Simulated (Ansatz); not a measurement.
PBE exchange is replaced step by step with exact exchange (0 % is PBE, 25 % PBE0; no dispersion term), basis def2-SVP, Ansatz. System: [SmF6]3- (SmF6³⁻). Charge -3, multiplicity 6. Geometry: PBE0-D4/def2-SVP.

Geometry of the sextet:

```xyz
7

Sm    0.000    0.000    0.001
F     1.817    1.117    0.775
F    -1.816   -1.116   -0.775
F    -0.293   -0.951    2.039
F     0.294    0.949   -2.039
F     1.338   -1.749   -0.621
F    -1.339    1.750    0.620
```

In the def2 sets Sm takes a core potential; there is no spin–orbit coupling. With an open 4f shell the SCF may have ended on a state above the lowest. A multiply charged anion in the gas phase is held together partly by the finite basis. At PBE-D4/def2-SVP, PBE with 10 % exact exchange/def2-SVP, PBE with 15 % exact exchange/def2-SVP, PBE0-D4/def2-SVP and others the highest occupied level of the charge -3 sextet lies above zero (up to 9.15 eV). It is a level of α spin, whose loss leaves a quintet; that state wasn't run at this geometry and level. The electron is either unbound and held by the finite basis, or the level is raised by self-interaction error. No other spin state of charge -3 was run.

HOMO and LUMO are taken over both spins.

```json
{"exact exchange (%)": "0", "HOMO (eV)": "9.15", "LUMO (eV)": "9.92", "gap (eV)": "0.76", "⟨S²⟩": "8.779"}
{"exact exchange (%)": "10", "HOMO (eV)": "7.59", "LUMO (eV)": "10.49", "gap (eV)": "2.89", "⟨S²⟩": "8.766"}
{"exact exchange (%)": "25", "HOMO (eV)": "5.74", "LUMO (eV)": "10.85", "gap (eV)": "5.11", "⟨S²⟩": "8.758"}
{"exact exchange (%)": "40", "HOMO (eV)": "4.40", "LUMO (eV)": "11.19", "gap (eV)": "6.79", "⟨S²⟩": "8.756"}
```

**Question.** Estimate the row for 15 %.

**Answer.** 
| exact exchange (%) | HOMO (eV) | LUMO (eV) | gap (eV) | ⟨S²⟩ |
| --- | --- | --- | --- | --- |
| 15 | 6.85 | 10.61 | 3.76 | 8.762 |
